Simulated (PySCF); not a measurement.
Gas-phase reaction: GeH₄ + 2 F → GeH₂F₂ + H₂, at 2000 K and a standard pressure of 1 bar. Level: PBE0/def2-TZVP.

Energies from PySCF, thermal terms from the rigid-rotor harmonic-oscillator model, ideal gas at 1 bar. Open shells (unrestricted): F (multiplicity 2, electronic degeneracy 6); the rest are closed-shell singlets. Spin-orbit splitting is ignored; it lowers the true energy and changes the entropy of F. Ge: all electrons, no relativistic terms. GeH₂F₂: computed as isolated molecules; such fragments, hydroxides, amides, oligomers or adducts are transient or little studied in the gas. The harmonic model lacks anharmonicity and excited electronic states, which grow with temperature; levels with a mode under 35 cm⁻¹ are left out.

```json
[
 {"species": "GeH₄", "E (Ha)": "-2079.11846", "H(2000 K) − E (kJ/mol)": "231.8", "S°(2000 K) (J/mol/K)": "360.9"},
 {"species": "F", "E (Ha)": "-99.67619", "H(2000 K) − E (kJ/mol)": "41.6", "S°(2000 K) (J/mol/K)": "200.0"},
 {"species": "GeH₂F₂", "E (Ha)": "-2277.59656", "H(2000 K) − E (kJ/mol)": "225.3", "S°(2000 K) (J/mol/K)": "442.5"},
 {"species": "H₂", "E (Ha)": "-1.16823", "H(2000 K) − E (kJ/mol)": "86.9", "S°(2000 K) (J/mol/K)": "187.3"}
]
```
E: electronic energy; H − E holds the zero-point and thermal terms. 1 Ha = 2625.5 kJ/mol.

Question: Work out ΔH°, ΔS°, ΔG° and log10 K from these numbers.

Answer: 1. ΔE = 1×(-2277.59656) + 1×(-1.16823) − 1×(-2079.11846) − 2×(-99.67619) = -0.29395 Ha = -771.8 kJ.
2. Δ(H − E) = 1×(225.3) + 1×(86.9) − 1×(231.8) − 2×(41.6) = -2.8 kJ, so ΔH° = -774.6 kJ.
3. ΔS° = 1×(442.5) + 1×(187.3) − 1×(360.9) − 2×(200.0) = -131.1 J/K; the number of gas molecules changes by -1.
4. ΔG° = ΔH° − TΔS° = -774.6 − 2000×(-131.1)/1000 = -512.4 kJ.
5. log10 K = −ΔG°/(RT ln 10) = 13.38, with RT ln 10 = 38.29 kJ/mol; at standard pressures the products are favoured.
6. A shift of 10 kJ in ΔE would move log10 K by 0.26 here.
For scale, ΔH°(298 K) is -771 kJ at this level, -794 kJ at ωB97M-V/def2-TZVP†, and runs from -939 to -510 kJ over the 20 levels computed († marks an energy on the PBE0/def2-TZVP geometry).
